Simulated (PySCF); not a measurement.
**Spin-Hamiltonian simulation**

Molecule: `C(C=C)/C=C/B(O)O`, C5H9BO2.

Cartesian coordinates in Å; atom numbers follow the order of the lines, from 1:
```xyz
17

C    -3.0310    0.1673    1.0777
C    -2.3286    0.0882   -0.0521
C    -1.2063   -0.8779   -0.2989
C     0.0906   -0.1880   -0.5972
C     1.2357   -0.3393    0.0845
B     2.5393    0.4390   -0.2794
O     3.6515    0.4364    0.5193
O     2.5858    1.1667   -1.4293
H    -2.8243   -0.4986    1.9221
H    -3.8376    0.8945    1.2014
H    -2.5613    0.7768   -0.8747
H    -1.4707   -1.5056   -1.1723
H    -1.0911   -1.5559    0.5618
H     0.0842    0.5044   -1.4502
H     1.2239   -1.0277    0.9424
H     3.5351   -0.0860    1.3173
H     3.4306    1.6204   -1.5194
```

- couplings computed with B3LYP/pcJ-1 (spin–dipole term only in couplings to heteroatoms)
- σ from GIAO-B3LYP/pcSseg-1
- geometry: PBE0-D3(BJ)/def2-SVP
- program: PySCF 2.14.0 with density-fitted response routines
- no solvent, single conformer, fast rotation and ring inversion assumed for equivalent nuclei, no relativistic terms

δ = σ(ref) − σ, references computed at the same level: TMS for $^{1}$H.

Shifts (ppm): H9 5.21, H10 5.11, H11 6.01, H12/H13 2.87, H14 6.92, H15 5.09.
Couplings (Hz): H9–H10: 2.2; H9–H11: 17.8; H9–H12, H9–H13: -1.9; H10–H11: 11.2; H10–H12, H10–H13: -1.8; H11–H12, H11–H13: 8.6; H11–H14: -0.2; H12–H13: -14.7; H12–H14, H13–H14: 8.6; H12–H15, H13–H15: -1.8; H14–H15: 17.8.

The 7-spin Hamiltonian (Zeeman plus full scalar coupling among like nuclei) was diagonalised exactly; lines are Lorentzian, 1.0 Hz wide, and the maxima above 3 % are listed with the tallest set to 100.

(1) Give the $^{1}$H peak list of this spin system at 100 MHz.

(2) And at 400 MHz?

(3) Among coupled protons with different shifts, which pair is furthest from first order, and how does the field change that?

## Answers

(1) 
```csv
Hz,ppm,height
710.0,7.100,22
701.4,7.014,45
692.4,6.924,38
683.7,6.837,54
675.1,6.751,30
625.3,6.253,9
616.9,6.168,18
614.4,6.144,12
608.2,6.082,14
607.5,6.075,17
606.0,6.060,23
599.0,5.990,28
597.6,5.976,18
596.6,5.966,20
590.5,5.905,16
588.1,5.881,34
579.6,5.796,19
532.1,5.321,16
530.1,5.301,37
529.8,5.298,37
528.0,5.280,51
526.1,5.261,25
519.1,5.191,53
517.4,5.174,100
515.6,5.156,64
512.4,5.124,32
510.1,5.101,34
508.2,5.082,31
506.2,5.062,36
504.0,5.040,31
501.5,5.015,33
499.7,4.997,52
497.9,4.979,29
298.0,2.980,19
296.2,2.962,46
294.6,2.946,45
292.8,2.928,19
289.5,2.895,35
287.8,2.877,87
286.0,2.860,86
284.2,2.842,34
281.0,2.810,18
279.2,2.792,41
277.5,2.775,41
275.8,2.757,16
```

(2) 
```csv
Hz,ppm,height
2785.6,6.964,28
2777.1,6.943,57
2768.1,6.920,45
2759.2,6.898,60
2750.7,6.877,30
2427.5,6.069,13
2418.8,6.047,27
2416.2,6.041,15
2409.8,6.025,23
2407.7,6.019,30
2401.1,6.003,32
2398.8,5.997,24
2392.5,5.981,17
2389.8,5.975,32
2381.3,5.953,16
2095.7,5.239,19
2093.7,5.234,47
2091.7,5.229,49
2089.7,5.224,21
2077.8,5.195,17
2075.9,5.190,42
2073.8,5.185,44
2071.9,5.180,19
2052.3,5.131,21
2050.5,5.126,48
2048.5,5.121,48
2046.6,5.117,55
2044.8,5.112,70
2043.0,5.107,39
2041.2,5.103,23
2039.3,5.098,45
2037.3,5.093,43
2035.5,5.089,19
2028.8,5.072,35
2027.0,5.067,64
2025.2,5.063,35
1159.3,2.898,20
1157.5,2.894,51
1155.7,2.889,51
1153.9,2.885,22
1150.7,2.877,40
1148.9,2.872,100
1147.0,2.868,100
1145.2,2.863,40
1142.1,2.855,21
1140.3,2.851,50
1138.5,2.846,49
1136.7,2.842,19
```

(3) H9 and H11: Δν/J is about 4.5 at 100 MHz (intermediate, with clear roofing) and 18.0 at 400 MHz (close to first order). J in Hz doesn't depend on the field, while Δν in Hz grows in proportion to it.

Exchangeable OH/NH protons stand at their gas-phase positions; hydrogen bonding in a real sample shifts them, mostly to higher δ. Unscaled 3J(H,H) at this level run about 10 % above measured values. Couplings across =CH–CH2 type bonds come from one rotamer and its mirror image, and can be 1–2 Hz further off.
